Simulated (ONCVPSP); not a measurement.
**u(r) = r·R(r): atom against pseudo-atom (manganese)**

Columns: radius, all-electron u(r) and pseudo u(r) of the 3s shell (level -86.73 eV) of manganese in the configuration [Ne] 3s2 3p6 3d5 4s1.5 4p0.5; PBE, scalar-relativistic, ONCV scheme, ONCVPSP 4.0.1.

```csv
r (bohr),all-electron,pseudo
0.078,0.0154,0.1853
0.155,-0.5771,0.3625
0.232,-0.5717,0.5288
0.310,-0.1975,0.6816
0.388,0.2672,0.8148
0.465,0.6664,0.9231
0.542,0.9542,1.0050
0.620,1.1286,1.0588
0.698,1.2029,1.0827
0.775,1.2036,1.0788
0.852,1.1551,1.0505
0.930,1.0747,1.0004
1.008,0.9778,0.9327
1.085,0.8760,0.8528
1.162,0.7748,0.7652
1.240,0.6772,0.6743
1.318,0.5870,0.5864
1.395,0.5063,0.5062
1.472,0.4344,0.4344
1.550,0.3702,0.3702
1.628,0.3143,0.3143
1.705,0.2665,0.2665
1.782,0.2254,0.2254
1.860,0.1898,0.1898
1.938,0.1594,0.1594
2.015,0.1340,0.1340
```

(1) How many radial nodes do the two functions have?

(2) At about which radius was the pseudo-wave matched?

(3) Is the pseudo-wave norm-conserving?

Results:

(1) The all-electron 3s function has n − l − 1 = 2; the pseudo-wave has 0, since the states of the same l below it are removed with the core.

(2) 1.55 bohr. The columns agree to 0.0005 from 1.40 bohr on; several derivatives are matched, so the curves merge somewhat inside the radius.

(3) Yes: the ONCV scheme keeps the norm inside the radius equal to the all-electron one, which fixes the energy derivative of the logarithmic derivative at the level.
